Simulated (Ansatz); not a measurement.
Stretching the Si2–F1 bond in FH3Si (SMILES F[SiH3]) (multiplicity 1 held, fragments rigid). Energies count from the point at 1.606 Å.
Geometry at that point (charge 0, multiplicity 1):
```tsv
atom	x (Å)	y (Å)	z (Å)
F	1.0903	-0.0171	-0.1702
Si	-0.4965	0.0078	0.0775
H	-0.9449	1.4151	0.0667
H	-0.7705	-0.6159	1.3881
H	-1.1468	-0.7543	-1.0080
```

R- and RO- levels are restricted; in cc, def2 and unpolarised 6-31G sets they are followed outwards from rest. U- levels take the lowest unrestricted solution at each point, which mixes spins at long bonds. Levels need not reach the same state.

Correlated levels freeze the cores.

The values were computed with Ansatz (Gaussian orbitals). Each number belongs to the level named beside it.

Energies in kJ/mol.

```csv
R (Å),R-r2SCAN/cc-pV(T+d)Z,U-B3LYP/cc-pV(T+d)Z,R-wB97X-V/cc-pV(T+d)Z,U-wB97X-V/cc-pV(T+d)Z,R-SCS-MP2/cc-pV(T+d)Z
1.285,310,314,316,316,315
1.446,52,54,54,54,53
1.606,0,0,0,0,0
1.767,33,31,33,33,34
1.927,99,95,99,99,101
2.168,211,206,216,216,219
2.409,316,310,327,327,332
2.811,454,447,481,480,487
3.212,549,522,595,566,604
3.694,620,567,693,613,703
4.337,671,594,780,634,779
5.140,699,607,843,638,803
```

Doubts at one or more of the structures used: a restricted determinant that unrestricted orbitals would lower (R-r2SCAN/cc-pV(T+d)Z, R-wB97X-V/cc-pV(T+d)Z, R-SCS-MP2/cc-pV(T+d)Z); a spin-contaminated determinant (U-B3LYP/cc-pV(T+d)Z, U-wB97X-V/cc-pV(T+d)Z).

Ansatz is a first-principles code.
